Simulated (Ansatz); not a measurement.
`[SiH3][SiH]1NCS1` + `O[SiH2]S` → `[SiH3]O[SiH2]S` + `C1N[SiH2]S1`  (cleavage of the Si–Si bond)

Isolated molecules relaxed with PBE0-D4/def2-TZVP in Ansatz; ΔE leaves out vibrations. CCSD(T)/CBS is the MP2 limit (def2-TZVPP, def2-QZVPP) plus CCSD(T) − MP2 in def2-TZVPP, frozen cores. DFT in def2-TZVPP. B3LYP here is the variant with VWN-RPA as its local correlation; programs differ in this. One conformer a species, not always the lowest.

Task: Is it downhill or uphill in electronic energy at CCSD(T)/CBS, and by how much? (Estimate.)

Result: Computed: Downhill: ΔE = -104.5 kJ/mol.

Task: What do these levels give: PBE0-D4, B3LYP-D4, ωB97X-V, PBE, PBE0, B3LYP, HF/def2-TZVPP, CCSD/def2-TZVPP, CCSD(T)/def2-TZVPP, HF/def2-QZVPP, MP2/def2-QZVPP, CCSD/CBS(def2)? (Best estimate.)

Result: Computed: PBE0-D4 -85.1, B3LYP-D4 -102.7, ωB97X-V -102.5, PBE -74.8, PBE0 -85.6, B3LYP -103.2, HF/def2-TZVPP -133.4, CCSD/def2-TZVPP -109.0, CCSD(T)/def2-TZVPP -104.5, HF/def2-QZVPP -136.0, MP2/def2-QZVPP -112.2, CCSD/CBS(def2) -109.0 kJ/mol.

Largest T1 diagnostic among the species: 0.012.

In def2-TZVPP, CCSD(T) changes the Hartree–Fock value by +28.9 kJ/mol (the triples alone add +4.5 kJ/mol) and MP2 by +22.1 kJ/mol. From PBE to PBE0 (25 % exact exchange), in def2-TZVPP and without D4, ΔE moves by −10.7 kJ/mol.
